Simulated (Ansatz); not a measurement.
SiGe₆, relaxed as a singlet with RKS B3LYP-D4/def2-SVP in Ansatz, starting from the GFN2-xTB geometry. Force threshold 0.02 eV/Å.

The structure comes from a short search, and lower isomers may exist.

Start:

```xyz
7

Si    0.3020    0.0671   -1.1542
Ge   -0.0285   -2.1867   -0.1984
Ge   -1.1980    1.8215   -0.2640
Ge   -2.0206   -0.5966   -0.6194
Ge    2.0182   -0.7489    0.4310
Ge    1.2972    1.7278    0.3857
Ge   -0.3704   -0.0842    1.4193
```

| step | energy (eV) | largest force component (eV/Å) | SCF passes |
| --- | --- | --- | --- |
| 1 | -346953.4127 | 1.117 | 16 |
| 2 | -346953.6847 | 0.322 | 23 |
| 3 | -346953.6993 | 0.092 | 21 |
| 4 | -346953.7018 | 0.059 | 23 |
| 5 | -346953.7030 | 0.034 | 22 |
| 6 | -346953.7032 | 0.014 | 23 |

Force components are those of the run's own axes.

End:

```xyz
7

Si    0.3161    0.0717   -1.2060
Ge   -0.0344   -2.2662   -0.1926
Ge   -1.2434    1.8865   -0.2627
Ge   -2.0943   -0.6205   -0.6349
Ge    2.0896   -0.7763    0.4526
Ge    1.3423    1.7901    0.4093
Ge   -0.3760   -0.0853    1.4344
```

By distances, no bond broke or formed. The bond that changes most is Si1–Ge2, from 2.47 to 2.57 Å (atoms count from 1).

No frequencies were taken in this run, so the end may be a saddle point.

Run time 77 s (4 threads of Intel Xeon Platinum 8175M on a shared host), peak host memory 1.1 GiB.
